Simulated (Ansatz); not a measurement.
Basis sets compared for C19H15Br (relaxed from a model of trityl bromide, whose bonding it doesn't keep). Total charge 0; singlet. Geometry r2SCAN-D4/def2-SVP. Ansatz on 2 threads of AMD EPYC 7R13 on a shared host and a share (18 GiB) of an NVIDIA H100 80GB HBM3; times are rough, and most runs start from earlier orbitals.

```
atom   x (Å)   y (Å)   z (Å)
 Br1  -2.432  -0.828   1.345
  C2   2.545  -2.675   1.930
  C3   2.378  -2.521   0.553
  C4   1.314  -1.763   0.049
  C5   0.401  -1.147   0.919
  C6  -0.701  -0.239   0.388
  C7  -0.955  -0.432  -1.102
  C8  -1.452  -1.656  -1.586
  C9  -1.607  -1.872  -2.954
 C10  -1.265  -0.870  -3.871
 C11  -0.759   0.343  -3.403
 C12  -0.605   0.562  -2.029
 C13  -0.486   1.222   0.759
 C14  -1.530   2.154   0.614
 C15  -1.319   3.508   0.865
 C16  -0.056   3.964   1.263
 C17   0.990   3.051   1.400
 C18   0.779   1.689   1.150
 C19   0.586  -1.300   2.305
 C20   1.644  -2.056   2.805
 H21   3.374  -3.272   2.322
 H22   3.077  -2.996  -0.142
 H23   1.204  -1.644  -1.031
 H24  -1.728  -2.439  -0.875
 H25  -2.004  -2.828  -3.308
 H26  -1.391  -1.038  -4.945
 H27  -0.484   1.134  -4.107
 H28  -0.199   1.515  -1.679
 H29  -2.520   1.803   0.308
 H30  -2.148   4.214   0.754
 H31   0.109   5.027   1.465
 H32   1.983   3.393   1.707
 H33   1.611   0.989   1.251
 H34  -0.119  -0.824   2.993
 H35   1.763  -2.168   3.887
```

Single mean-field runs in def2-TZVP are fitted with def2-universal-jkfit.

Binding counts from free atoms (Br doublet, C triplet, H doublet) in the same basis, without a counterpoise term.

```
           level  functions  energy (Eh)  HOMO (eV)  LUMO (eV)  binding per atom (eV)  wall time
 PBE-D4/def2-SVP        373   -3305.1014      -5.92      -2.25                   5.40       21 s
PBE0-D4/def2-SVP        373   -3305.2634      -7.01      -1.43                   5.29       19 s
```

**Question.** Estimate the rows for PBE-D4/def2-TZVP, PBE0-D4/def2-TZVP (with forces).

**Answer.** 
| level | functions | energy (Eh) | HOMO (eV) | LUMO (eV) | binding per atom (eV) | wall time |
| --- | --- | --- | --- | --- | --- | --- |
| PBE-D4/def2-TZVP | 727 | -3306.1773 | -6.04 | -2.38 | 5.32 | 13 s |
| PBE0-D4/def2-TZVP (with forces) | 727 | -3306.3301 | -7.03 | -1.53 | 5.21 | 16 s |
